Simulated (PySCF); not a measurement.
## Worked example: entropy of an ideal gas

SeClI, SMILES Cl[Se]I.

Geometry: B3LYP-D3(BJ)/def2-TZVP. The def2 effective core potentials stand for the cores of I; spin–orbit coupling is left out.

B3LYP-D3(BJ)/def2-TZVP (PySCF) gives the harmonic wavenumbers 115, 242, 391 cm⁻¹ and the rotational temperatures 0.2763, 0.0498, 0.0422 K. The molar mass is 241.33 g/mol, the symmetry number 1, the spin multiplicity 1.

Problem. Work out the entropy at 298.15 K and 1 atm in the rigid-rotor, harmonic-oscillator model.

Solution. 
Translation (Sackur–Tetrode at 1 atm): S = R[1.5 ln M + 2.5 ln T − 1.16487] = 177.2 J/(mol K).
Rotation: q = (√π/σ) T^1.5/√(θA θB θC) = 379000, S = R[ln q + 3/2] = 119.3 J/(mol K).
Vibration: with u = 1.4388 ν/T, each mode gives R[u/(e^u − 1) − ln(1 − e^−u)]:
```
ν (cm⁻¹)  modes     u  S (J/(mol K))
--------  -----  ----  -------------
115           1  0.55          13.32
242           1  1.17           7.48
391           1  1.89           4.17
```
These are all the modes. Sum 25.0 J/(mol K).
Spin: R ln 1 = 0.0 J/(mol K).
Total 321.4 J/(mol K); the program's own thermochemistry gives 321.4. Translation makes up 55 % and vibration 8 %. Anharmonicity, hindered rotation and orbital degeneracy are left out.
